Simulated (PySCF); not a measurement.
**B4H4O6**

The system: B4H4O6, a molecule; neutral, singlet. The structure, one conformer, was relaxed in the gas phase by PBE0-D3(BJ)/def2-SVP. No frequency run checks that it is a minimum.

SMILES: OB(O)OB1OBOBO1

```xyz
14

O    -0.618    0.724    0.164
B    -1.966    0.983    0.121
O    -2.818    0.018   -0.335
B    -2.343   -1.204   -0.751
O    -1.002   -1.454   -0.711
B    -0.118   -0.507   -0.258
O     1.195   -0.765   -0.223
B     2.239    0.051    0.199
O     3.479   -0.482    0.115
O     2.048    1.309    0.671
H    -2.383    2.051    0.483
H    -3.108   -2.042   -1.147
H     4.146    0.138    0.424
H     1.113    1.556    0.670
```
Atom numbers follow the order of the file, from 1.

Shieldings: GIAO PBE0/pcSseg-1. Shifts are against computed references at the same level: H TMS (σ 31.27 ppm). Core levels by delta-SCF with SCAN, pcX-2 on the ionised atom and pcseg-1 elsewhere, spin-free X2C; from the vacuum level, for chosen atoms.

Task: Give the shieldings and core levels atom by atom.

Result: 
```tsv
atoms	bonded to	σ (ppm)	δ (ppm)	core level (eV)
O1	2 B	146.8	-	1s 539.77
B2	2 O + 1 H	73.4	-	1s 198.57
O3	2 B	114.9	-	-
B4	2 O + 1 H	73.0	-	-
O5	2 B	141.4	-	1s 539.52
B6	3 O	84.7	-	1s 199.32
O7	2 B	198.3	-	1s 539.18
B8	3 O	81.9	-	-
O9	1 B + 1 H	241.0	-	-
O10	1 B + 1 H	237.7	-	-
H11	1 B	26.68	4.59	-
H12	1 B	26.64	4.63	-
H13	1 O	27.90	3.37	-
H14	1 O	25.54	5.73	-
```

Values are those of this one static structure; atoms that internal rotation interchanges would show their mean in an NMR spectrum.

The core-hole state of B2 is spin-contaminated (⟨S²⟩ 0.80 against 0.75 for a pure doublet), so that value and differences from it are less sure.

Task: By CAM-B3LYP/def2-SVPD (TDDFT singlets, Tamm-Dancoff triplets, ionisation by delta-SCF), where does absorption start, and what does vertical ionisation take?

Result: The lowest singlet lies at 7.72 eV (f 0.031), the lowest triplet at 7.10 eV; vertical ionisation takes 12.17 eV.
